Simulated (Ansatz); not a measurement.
System: SiHS, charge 1, singlet. SiHS+ (SMILES [Si]=[SH+]).
B3LYP-D3(BJ)/def2-TZVP minimum from Ansatz (an electronic-structure program):
```xyz
3

Si     0.9711    -0.5809     0.0183
S     -0.7579     0.5467    -0.0113
H     -1.4692    -0.6142    -0.0767
```
Charge +1, spin multiplicity 1.

Hartree-Fock and CCSD correlation energies in hartree (Ansatz). UHF or UKS for unpaired electrons; spin-orbit terms are left out. Cores are frozen in correlated methods. No relativity.

| basis | X | E(HF) | E(corr, CCSD) |
|---|---|---|---|
| cc-pV(T+d)Z | 3 | -686.79046 | -0.27875 |
| cc-pV(Q+d)Z | 4 | -686.79626 | -0.29519 |
| cc-pV(5+d)Z | 5 | -686.79735 | withheld |

Q: Fit E(corr) = E∞ + A/X³ to X = 3 and 4, predict X = 5, and compare with the run.

A: A = (-0.27875 - (-0.29519))/(1/27 - 1/64) = 0.7678; E∞ = -0.29519 - A/64 = -0.30719; at X = 5, E∞ + A/125 = -0.30104. The run gave -0.30085, 0.19 mEh above the prediction. The same form on X = 4 and 5 gives E∞ = -0.30679, 0.40 mEh above the first estimate.
